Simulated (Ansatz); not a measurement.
Gas-phase electronic energies from Ansatz, PBE0-D4/def2-TZVP geometries. CCSD(T)/CBS is the MP2 limit (def2-TZVPP, def2-QZVPP) plus CCSD(T) − MP2 in def2-TZVPP, frozen cores. Functionals use def2-TZVPP. One conformer a species, not always the lowest.

`CC1OC[SiH2]1` → `C=CCO[SiH3]`  (isomerisation)

CCSD(T)/CBS gives -27.9 kcal/mol.

Q: Another level gave -22.1 kcal/mol. Which?
A. r2SCAN/def2-TZVPP
B. B2PLYP/def2-TZVPP
C. PBE0-D4/def2-TZVPP
D. CCSD(T)/def2-TZVPP

A: C. PBE0-D4 -22.1, B2PLYP -29.4, CCSD(T)/def2-TZVPP -28.1, r2SCAN -25.2 kcal/mol.

Largest T1 diagnostic among the species: 0.012.

The D4 term adds +1.0 kcal/mol with B3LYP and +0.5 kcal/mol with PBE0; it sums over pairs of atoms, weighted by their polarisabilities, and B3LYP, whose exchange is more repulsive, gets the larger term. In def2-TZVPP, CCSD(T) changes the Hartree–Fock value by +9.5 kcal/mol (the triples alone add +1.0 kcal/mol) and MP2 by +10.2 kcal/mol.

B3LYP here is the variant with VWN-RPA as its local correlation; programs differ in this.
